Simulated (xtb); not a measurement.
C2HF3O2, charge -1, sextet, at the geometry of the source list (a state made from the parent by changing its charge; the spin is typed, not shown lowest); GFN2-xTB (xtb).

xtb was given this input:
```
$ xtb mol.xyz --gfn 2 --chrg -1 --uhf 5 --json

# file mol.xyz
8

O      1.24100000    -0.78730000     0.34200000
C      0.60540000     0.29700000    -0.04900000
O      1.08720000     1.34450000    -0.34540000
C     -0.93040000     0.01890000    -0.07510000
F     -1.37440000    -0.33420000     1.13520000
F     -1.61140000     1.09280000    -0.46180000
F     -1.22270000    -0.97700000    -0.91730000
H      2.20530000    -0.65460000     0.37150000
```

It wrote (shortened):

```
   ID    Z sym.   atoms
    1    8 O      1, 3
    2    6 C      2, 4
    3    9 F      5-7
    4    1 H      8

           -------------------------------------------------
          |                Calculation Setup                |
           -------------------------------------------------

           -------------------------------------------------
          |                 G F N 2 - x T B                 |
           -------------------------------------------------

          ...................................................
          :                      SETUP                      :
          :.................................................:
          :  # basis functions                  29          :
          :  # atomic orbitals                  29          :
          :  # shells                           15          :
          :  # electrons                        43          :
          :  max. iterations                   250          :
          :  Hamiltonian                  GFN2-xTB          :
          :  restarted?                      false          :
          :  GBSA solvation                  false          :
          :  PC potential                    false          :
          :  electronic temp.          300.0000000     K    :
          :  accuracy                    1.0000000          :
          :  -> integral cutoff          0.2500000E+02      :
          :  -> integral neglect         0.1000000E-07      :
          :  -> SCF convergence          0.1000000E-05 Eh   :
          :  -> wf. convergence          0.1000000E-03 e    :
          :  Broyden damping             0.4000000          :
          :  net charge                         -1          :
          :  unpaired electrons                  5          :
          ...................................................

 iter      E             dE          RMSdq      gap      omega  full diag
   1    -26.3115531 -0.263116E+02  0.545E+00    1.71       0.0  T
   2    -26.3110536  0.499506E-03  0.355E+00    1.29       1.0  T
   3    -26.2550627  0.559909E-01  0.337E+00    1.52       1.0  T
   4    -26.3211120 -0.660494E-01  0.177E+00    1.33       1.0  T
   5    -26.3499594 -0.288473E-01  0.861E-01    1.50       1.0  T
   6    -26.3494570  0.502378E-03  0.113E+00    1.52       1.0  T
   7    -26.3494840 -0.269759E-04  0.112E+00    1.52       1.0  T
   8    -26.3294887  0.199953E-01  0.120E+00    1.55       1.0  T
   9    -26.3451964 -0.157076E-01  0.686E-01    1.55       1.0  T
  10    -26.3498889 -0.469253E-02  0.409E-01    1.55       1.0  T
  11    -26.3502037 -0.314818E-03  0.362E-01    1.55       1.0  T
  12    -26.3520777 -0.187401E-02  0.934E-02    1.53       1.0  T
  13    -26.3521077 -0.299487E-04  0.726E-02    1.53       1.0  T
  14    -26.3521220 -0.143217E-04  0.620E-02    1.53       1.0  T
  15    -26.3521287 -0.668844E-05  0.581E-02    1.53       1.0  T
  16    -26.3521488 -0.200816E-04  0.418E-02    1.53       1.0  T
  17    -26.3521568 -0.805762E-05  0.334E-02    1.53       1.1  T
  18    -26.3521640 -0.722084E-05  0.228E-02    1.53       1.6  T
  19    -26.3521689 -0.482041E-05  0.108E-02    1.53       3.3  T
  20    -26.3521699 -0.100679E-05  0.563E-03    1.53       6.3  T
  21    -26.3521702 -0.367147E-06  0.648E-04    1.53      54.5  T
  22    -26.3521702 -0.263078E-08  0.448E-04    1.53      79.0  T

   *** convergence criteria satisfied after 22 iterations ***

         :::::::::::::::::::::::::::::::::::::::::::::::::::::
         ::                     SUMMARY                     ::
         :::::::::::::::::::::::::::::::::::::::::::::::::::::
         :: total energy             -26.234906656128 Eh    ::
         :: gradient norm              0.805264768857 Eh/a0 ::
         :: HOMO-LUMO gap              1.527488760073 eV    ::
         ::.................................................::
         :: SCC energy               -26.352169030835 Eh    ::
         :: -> isotropic ES            0.154775671162 Eh    ::
         :: -> anisotropic ES         -0.016133743104 Eh    ::
         :: -> anisotropic XC         -0.020660894895 Eh    ::
         :: -> dispersion             -0.004581021328 Eh    ::
         :: repulsion energy           0.117262374707 Eh    ::
         :: add. restraining           0.000000000000 Eh    ::
         :: total charge              -1.000000000000 e     ::
         :::::::::::::::::::::::::::::::::::::::::::::::::::::

           -------------------------------------------------
          |                Property Printout                |
           -------------------------------------------------

    * Orbital Energies and Occupations

         #    Occupation            Energy/Eh            Energy/eV
      -------------------------------------------------------------
         1        2.0000           -0.6616301             -18.0039
       ...           ...                  ...                  ...
        12        2.0000           -0.3840208             -10.4497
        13        2.0000           -0.3581187              -9.7449
        14        2.0000           -0.3353220              -9.1246
        15        2.0000           -0.3348133              -9.1107
        16        2.0000           -0.3240963              -8.8191
        17        1.9998           -0.3225886              -8.7781
        18        1.9989           -0.3208025              -8.7295
        19        1.8953           -0.3163967              -8.6096
        20        1.1060           -0.3123325              -8.4990
        21        1.0000           -0.2411722              -6.5626
        22        1.0000           -0.0252527              -0.6872
        23        1.0000            0.2317205               6.3054
        24        1.0000            0.2972359               8.0882 (HOMO)
        25                          0.3533701               9.6157 (LUMO)
        26                          0.3567485               9.7076
        27                          0.3830693              10.4238
        28                          0.4983430              13.5606
        29                          0.8979597              24.4347
      -------------------------------------------------------------
                  HL-Gap            0.0561342 Eh            1.5275 eV
             Fermi-level            0.0054669 Eh            0.1488 eV

     #   Z          covCN         q      C6AA      α(0)
     1   8 O        1.660    -0.322    19.389     5.944
     2   6 C        2.684     0.110    25.545     8.271
     3   8 O        0.856    -0.290    19.607     5.937
     4   6 C        3.325     0.259    20.833     7.255
     5   9 F        0.790    -0.259    11.867     4.069
     6   9 F        0.790    -0.251    11.776     4.054
     7   9 F        0.790    -0.259    11.863     4.069
     8   1 H        0.804     0.012     2.913     2.681

 Mol. C6AA /au·bohr⁶  :        916.549853
 Mol. C8AA /au·bohr⁸  :      19349.171015
 Mol. α(0) /au        :         42.279343

Wiberg/Mayer (AO) data.
largest (>0.10) Wiberg bond orders for each atom

 ---------------------------------------------------------------------------
     #   Z sym  total        # sym  WBO       # sym  WBO       # sym  WBO
 ---------------------------------------------------------------------------
     1   8 O    1.972 --     2 C    1.004     8 H    0.515     3 O    0.244
                             4 C    0.103
     2   6 C    3.042 --     3 O    1.325     1 O    1.004     4 C    0.448
                             8 H    0.102
     3   8 O    1.698 --     2 C    1.325     1 O    0.244
     4   6 C    3.231 --     6 F    0.839     7 F    0.828     5 F    0.827
                             2 C    0.448     8 H    0.127     1 O    0.103
     5   9 F    1.090 --     4 C    0.827
     6   9 F    1.108 --     4 C    0.839
     7   9 F    1.090 --     4 C    0.828
     8   1 H    0.824 --     1 O    0.515     4 C    0.127     2 C    0.102
 ---------------------------------------------------------------------------

Topologies differ in total number of bonds
Writing topology from bond orders to xtbtopo.mol

molecular dipole:
                 x           y           z       tot (Debye)
 q only:        0.406      -0.079       0.055
   full:        0.387       0.050       0.013       0.992
molecular quadrupole (traceless):
                xx          xy          yy          xz          yz          zz
 q only:       -3.805      -0.527       0.267      -0.405       1.122       3.537
  q+dip:       -3.119      -1.393      -0.706      -0.108       1.490       3.824
   full:       -2.043      -1.344      -1.161       0.003       1.430       3.205

           -------------------------------------------------
          | TOTAL ENERGY              -26.234906656128 Eh   |
          | GRADIENT NORM               0.805264768857 Eh/α |
          | HOMO-LUMO GAP               1.527488760073 eV   |
           -------------------------------------------------

normal termination of xtb
```
